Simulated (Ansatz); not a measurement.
Relaxation of the cluster Al₂O₆H₆ (charge 0, singlet) with RKS r2SCAN-D4/def2-SVP in Ansatz.

Positions (Å) and forces (eV/Å) at steps 21, 22, 23, 25, 27, 28, 31, 32 of 32:

```xyz
14
step=21 energy=-25554.7353 eV
Al    0.535    1.161    0.558    0.093   -0.008   -0.012
Al   -0.462   -1.313   -1.287   -0.166    0.052   -0.042
O     1.296    2.678    0.576    0.122    0.021   -0.026
O    -2.056   -0.732   -1.229   -0.012    0.317    0.289
O     1.459   -0.327    1.144   -0.040    0.033   -0.041
O     1.799   -0.719   -0.180   -0.039    0.032   -0.023
O    -1.164    1.086    0.829   -0.060    0.139    0.062
O     0.735    0.037   -0.986    0.071   -0.014    0.131
H    -2.220    0.013   -0.609    0.183   -0.405   -0.298
H     0.058   -2.572   -2.051   -0.031   -0.011    0.009
H    -1.636    1.805    1.265    0.046   -0.099   -0.059
H     2.243    2.840    0.505   -0.178   -0.034    0.024
H    -0.571   -2.212    0.597    0.014   -0.009    0.008
H    -0.014   -1.746    0.869   -0.003   -0.013   -0.023
14
step=22 energy=-25554.7437 eV
Al    0.529    1.173    0.556    0.000   -0.090   -0.006
Al   -0.464   -1.319   -1.315   -0.038    0.055    0.084
O     1.285    2.691    0.566    0.011    0.004   -0.013
O    -2.043   -0.722   -1.178    0.003    0.067    0.037
O     1.430   -0.318    1.163    0.040    0.001    0.015
O     1.791   -0.727   -0.151   -0.093    0.118    0.001
O    -1.176    1.124    0.805    0.006    0.017    0.015
O     0.737    0.024   -0.968    0.064   -0.104   -0.051
H    -2.135    0.007   -0.532    0.014   -0.062   -0.078
H     0.023   -2.591   -2.079    0.000    0.033   -0.025
H    -1.647    1.850    1.227   -0.008   -0.011   -0.017
H     2.230    2.853    0.516   -0.007    0.007    0.009
H    -0.556   -2.258    0.560    0.045    0.012    0.030
H    -0.003   -1.788    0.830   -0.037   -0.049    0.000
14
step=23 energy=-25554.7468 eV
Al    0.529    1.170    0.554   -0.014   -0.024    0.005
Al   -0.481   -1.314   -1.294    0.027    0.023   -0.052
O     1.275    2.693    0.554   -0.028   -0.010   -0.006
O    -2.048   -0.685   -1.184    0.017   -0.086   -0.020
O     1.433   -0.312    1.175   -0.015    0.025    0.010
O     1.794   -0.722   -0.139   -0.005    0.022   -0.045
O    -1.178    1.125    0.796    0.017   -0.013    0.003
O     0.740    0.015   -0.964    0.018   -0.064    0.048
H    -2.124    0.047   -0.544   -0.027    0.078    0.051
H    -0.004   -2.573   -2.085   -0.005    0.001    0.007
H    -1.654    1.855    1.203   -0.013    0.015    0.005
H     2.218    2.863    0.515    0.046    0.017    0.003
H    -0.524   -2.318    0.570    0.017   -0.001   -0.002
H     0.024   -1.845    0.843   -0.033    0.016   -0.008
14
step=25 energy=-25554.7486 eV
Al    0.530    1.168    0.556   -0.004    0.014    0.004
Al   -0.479   -1.312   -1.304   -0.009   -0.003    0.004
O     1.277    2.691    0.548    0.016   -0.006   -0.006
O    -2.050   -0.696   -1.173    0.015    0.025    0.019
O     1.434   -0.310    1.181   -0.007    0.000    0.008
O     1.800   -0.721   -0.132   -0.004    0.013   -0.019
O    -1.177    1.126    0.800   -0.001    0.001    0.003
O     0.744    0.007   -0.957    0.009   -0.018    0.009
H    -2.127    0.039   -0.534   -0.007   -0.018   -0.017
H    -0.005   -2.571   -2.097   -0.001    0.000   -0.002
H    -1.655    1.860    1.198    0.005   -0.002   -0.004
H     2.221    2.862    0.514   -0.014    0.000    0.004
H    -0.516   -2.320    0.559    0.008   -0.007   -0.005
H     0.006   -1.823    0.840   -0.006    0.002    0.003
14
step=27 energy=-25554.7496 eV
Al    0.525    1.172    0.559   -0.008    0.017   -0.013
Al   -0.490   -1.313   -1.300    0.003   -0.023    0.010
O     1.279    2.690    0.535    0.004   -0.006    0.002
O    -2.054   -0.683   -1.167    0.006    0.014    0.018
O     1.417   -0.307    1.196   -0.002   -0.022    0.006
O     1.800   -0.715   -0.114    0.004    0.009    0.011
O    -1.183    1.142    0.798   -0.010   -0.005    0.002
O     0.741   -0.004   -0.944    0.000    0.022   -0.015
H    -2.127    0.052   -0.527   -0.005   -0.004   -0.010
H    -0.026   -2.568   -2.105   -0.003   -0.004   -0.003
H    -1.659    1.887    1.179    0.009   -0.003   -0.001
H     2.224    2.859    0.516    0.000    0.000   -0.001
H    -0.445   -2.384    0.531    0.067    0.082    0.034
H    -0.001   -1.828    0.843   -0.066   -0.076   -0.042
14
step=28 energy=-25554.7499 eV
Al    0.524    1.172    0.558   -0.005    0.009   -0.009
Al   -0.490   -1.314   -1.299    0.002   -0.013    0.008
O     1.281    2.690    0.537    0.006   -0.004    0.000
O    -2.054   -0.684   -1.165    0.009    0.009    0.014
O     1.413   -0.309    1.195   -0.004   -0.014    0.006
O     1.799   -0.713   -0.116    0.002    0.006    0.009
O    -1.184    1.144    0.796   -0.007   -0.004    0.003
O     0.740   -0.002   -0.946   -0.002    0.013   -0.012
H    -2.127    0.052   -0.527   -0.005   -0.003   -0.006
H    -0.026   -2.570   -2.103   -0.002   -0.003   -0.002
H    -1.659    1.888    1.179    0.005   -0.001   -0.001
H     2.225    2.857    0.518    0.000    0.001    0.000
H    -0.438   -2.385    0.528    0.033    0.040    0.017
H    -0.005   -1.825    0.845   -0.031   -0.036   -0.024
14
step=31 energy=-25554.7506 eV
Al    0.512    1.179    0.553   -0.004   -0.010    0.002
Al   -0.490   -1.319   -1.290   -0.008    0.004    0.005
O     1.292    2.684    0.538    0.004    0.002    0.000
O    -2.054   -0.692   -1.142    0.010   -0.002   -0.003
O     1.377   -0.315    1.201    0.001    0.002   -0.003
O     1.792   -0.701   -0.106   -0.003    0.004    0.003
O    -1.195    1.167    0.786    0.000    0.005    0.005
O     0.735    0.002   -0.949    0.002   -0.006   -0.005
H    -2.127    0.051   -0.511   -0.003    0.001    0.000
H    -0.032   -2.570   -2.108    0.001    0.004   -0.002
H    -1.664    1.917    1.166   -0.002   -0.001   -0.003
H     2.239    2.838    0.523    0.000    0.002   -0.001
H    -0.378   -2.415    0.498    0.013    0.017    0.016
H    -0.007   -1.826    0.840   -0.012   -0.022   -0.013
14
step=32 energy=-25554.7507 eV
Al    0.512    1.180    0.553    0.008   -0.003    0.006
Al   -0.489   -1.317   -1.289    0.004   -0.009   -0.008
O     1.292    2.685    0.536   -0.003   -0.003    0.000
O    -2.053   -0.692   -1.137    0.001   -0.003   -0.003
O     1.375   -0.314    1.203   -0.007    0.006   -0.004
O     1.792   -0.700   -0.104    0.006   -0.009    0.001
O    -1.196    1.170    0.786   -0.001    0.001    0.001
O     0.737    0.003   -0.948   -0.009    0.005    0.005
H    -2.127    0.051   -0.507   -0.002    0.004    0.003
H    -0.031   -2.566   -2.110   -0.003    0.005    0.002
H    -1.665    1.922    1.162   -0.002    0.002   -0.001
H     2.240    2.839    0.521    0.001    0.001   -0.001
H    -0.377   -2.426    0.497    0.007    0.010    0.005
H    -0.010   -1.836    0.839    0.000   -0.006   -0.004
```

The structure comes from a short search, and lower isomers may exist.
